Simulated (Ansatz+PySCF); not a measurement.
# Stretching singlet BeH2

```xyz
3

H     0.0000    0.0000   -1.2052
Be    0.0000    0.0000    0.0000
H     0.0000    0.0000    1.2052
```

All coordinates are scaled together; the H1–H3 distance labels the points.

Basis set: 6-31G (spherical functions). All electrons are correlated. Charge 0, multiplicity 1.

Computed with Ansatz (development build ahead of 0.2.0) and PySCF 2.14.0, each point on the determinant that the search for low states chose. Each curve is measured from its own lowest point listed.

```csv
r(H1–H3) (Å),RHF (eV),UHF (eV),UHF-CCSD(T) (eV)
2.410,0.318,0.318,0.375
2.678,0.000,0.000,0.000
2.946,0.256,0.256,0.176
3.214,0.844,0.844,0.661
3.482,1.616,1.616,1.303
3.616,2.042,2.042,1.652
3.883,2.934,2.934,2.362
4.151,3.845,3.720,3.071
4.419,4.747,4.253,3.748
4.687,5.621,4.611,4.335
4.955,6.456,4.850,4.765
5.223,7.242,5.009,5.014
5.490,7.974,5.114,5.132
5.624,8.318,5.152,5.162
5.892,8.962,5.208,5.191
6.160,9.546,5.244,5.198
6.428,10.068,5.268,5.197
6.696,10.529,5.283,5.192
```

**Question.** Give the PBE0 (unrestricted) curve at the same distances.

**Answer.** r (Å), E (eV) and a bar:
```
    2.410      0.325 ##
    2.678      0.000
    2.946      0.225 #
    3.214      0.763 ####
    3.482      1.471 #######
    3.616      1.859 #########
    3.883      2.665 #############
    4.151      3.474 #################
    4.419      4.259 ####################
    4.687      4.939 #######################
    4.955      5.416 ##########################
    5.223      5.744 ###########################
    5.490      5.967 ############################
    5.624      6.048 #############################
    5.892      6.165 #############################
    6.160      6.239 ##############################
    6.428      6.283 ##############################
    6.696      6.310 ##############################
```

**Question.** Where does unrestricted Hartree–Fock leave the restricted solution?

**Answer.** Between 3.883 and 4.017 Å; <S²> reaches 1.22 at 6.70 Å.

Caution for RHF at some points: an unrestricted determinant lies well below. Caution for UHF at some points, UHF-CCSD(T) at some points: the determinant may break the point group. Caution for UHF at some points, UHF-CCSD(T) at some points, PBE0 (unrestricted) at some points: the unrestricted determinant is a mixture of spin states. Caution for UHF-CCSD(T) at some points: bonds are stretched, where a single reference can fail; the program doubts this total; another reference gives a lower total. Caution for PBE0 (unrestricted) at some points: charge can spread falsely over distant fragments.
